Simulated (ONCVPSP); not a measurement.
# Before and after: ONCV potential for Bi (Z = 83)

| Property | Result |
| --- | --- |
| Element | Bi |
| Generator | ONCVPSP 4.0.1 |
| Type | optimised norm-conserving Vanderbilt (ONCV) |
| Functional | LDA (Perdew-Wang 92) |
| Relativity | scalar-relativistic |
| Frozen core | [Xe] 4f14 5d10 |
| Valence charge | 5 |
| Reference configuration | 6s2 6p2 (charge +1) |
| Partial waves | 6s: rc 1.65 bohr, ncon 4, nbas 7, qcut 3.8 1/bohr, 2 projectors, debl 3.2 Ha; 6p: rc 2.50 bohr, ncon 3, nbas 6, qcut 2.8 1/bohr, 2 projectors, debl 2.1 Ha |
| Local potential | polynomial inside 1.55 bohr (lpopt 1, dvloc0 6 Ha) |
| Core correction | Teter function, fcfact 2.25, rcfact 1.7 |

Change: s: nproj 1.

Cutoffs: the cutoffs (Ha) at which the residual kinetic energy of the hardest occupied pseudo-wave falls to 1 and 0.1 mHa per electron; they do not see the model core or the augmentation charge, which bear on the density cutoff. Errors are all-electron minus pseudo energies relative to the spin-unpolarised reference configuration.

What does the change do?

The potential gets neither clearly harder nor softer (36 Ha and 47 Ha → 36 Ha and 47 Ha); the bound ghost in s disappears; the lowest positive-energy flag moves from none to s at 24.4 eV; the errors of the 4 common tests hardly move; the range in which the s phases agree narrows (upper end at the end of the scan → 0.0).

```tsv
quantity	base	changed
cutoff, loose	36 Ha	36 Ha
cutoff, tight	47 Ha	47 Ha
bound ghosts	s	none
GHOST(+) flags under 300 eV	none	s at 24.4 eV
error for 6s2 6p3, meV [ΔE -8.15 eV]	-38	-38
error for 6s2 6p1, meV [ΔE 15.56 eV]	-85	-83
error for 6s2 6p0, meV [ΔE 39.27 eV]	-419	-411
error for 6s0 6p5, meV [ΔE 12.58 eV]	-58	-58
s: phases at 1.68 bohr within 0.05 rad from the reference energy up to (Ha; the scan ends near 5)	to the end of the scan	0.0
p: phases at 2.54 bohr within 0.05 rad from the reference energy up to (Ha; the scan ends near 5)	2.4	2.4
rms error of d²Exc/dni dnj with the model core, mHa	3.25	3.25
```

 A true bound ghost makes a file unfit for plane-wave use even where its test errors are small: the radial tests pick states by their node count and pass the ghost by.
